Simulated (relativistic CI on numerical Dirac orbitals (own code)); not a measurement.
Magnetism of Tc³⁺, 4d4, in a crystal field

Calculated by Dirac-Coulomb-Breit CI, orbitals from a KLI potential per configuration, model QED (radiative potential, 1s self-energy scaled to tabulated hydrogen-like ionisation energies), valence Slater integrals scaled by 0.75, one configuration in a parametric crystal field (own radial code).

Field parameters in Wybourne normalisation: D3d B²₀ = −7Dσ, B⁴₀ = −14Dq − 21Dτ, B⁴₃ = −14√(10/7) Dq; D4h B²₀ = −7Ds, B⁴₀ = 21(Dq − Dt), B⁴₄ = 21√(5/14) Dq; Oh B⁴₀ = 21Dq, B⁴₄ = √(5/14) B⁴₀. The field is a parameter set, without covalency.

S is read from ⟨S²⟩ = S(S + 1).

Powder χT (cm³ K mol⁻¹) by Van Vleck's formula, with temperature-independent terms:

| Field | 2 K | 5 K | 10 K | 20 K | 50 K | 100 K | 200 K | 300 K |
| --- | --- | --- | --- | --- | --- | --- | --- | --- |
| D3d, 10Dq = 15350, Dσ = -120, Dτ = 440 cm⁻¹ | 0.0126 | 0.0316 | 0.0631 | 0.126 | 0.316 | 0.614 | 0.966 | 1.1 |
| D3d, 10Dq = 30000, Dσ = 1030, Dτ = -250 cm⁻¹ | 0.0115 | 0.0288 | 0.0577 | 0.115 | 0.288 | 0.574 | 1.05 | 1.32 |
| D3d, 10Dq = 32350, Dσ = 140, Dτ = 390 cm⁻¹ | 0.0179 | 0.0447 | 0.0893 | 0.179 | 0.445 | 0.793 | 1.05 | 1.12 |
| D3d, 10Dq = 40650, Dσ = 860, Dτ = -60 cm⁻¹ | 0.0164 | 0.0409 | 0.0818 | 0.164 | 0.409 | 0.775 | 1.14 | 1.26 |
| D4h, 10Dq = 13000, Ds = -930, Dt = -340 cm⁻¹ | 0.0516 | 0.129 | 0.258 | 0.516 | 1.24 | 1.93 | 2.35 | 2.49 |
| D4h, 10Dq = 20300, Ds = 570, Dt = 480 cm⁻¹ | 0.0138 | 0.0346 | 0.0692 | 0.138 | 0.346 | 0.686 | 1.25 | 1.6 |
| Oh, 10Dq = 20500 cm⁻¹ | 0.00893 | 0.0223 | 0.0447 | 0.0893 | 0.223 | 0.446 | 0.874 | 1.2 |
| Oh, 10Dq = 28950 cm⁻¹ | 0.00964 | 0.0241 | 0.0482 | 0.0964 | 0.241 | 0.482 | 0.934 | 1.26 |

(1) For D3d, 10Dq = 30000, Dσ = 1030, Dτ = -250 cm⁻¹: what effective moment follows at 300 K?

Results:

(1) μ_eff = √(8χT) = 3.25 μB. The ground level has S = 1.01; the spin-only moment for S = 1 is 2.83 μB. The difference comes from the orbital moment, spin-orbit mixing of terms and temperature-independent paramagnetism, all larger in this ionic model than in covalent complexes. The ground level is a non-magnetic singlet, so χT starts at zero and rises through temperature-independent paramagnetism and the filling of excited levels.
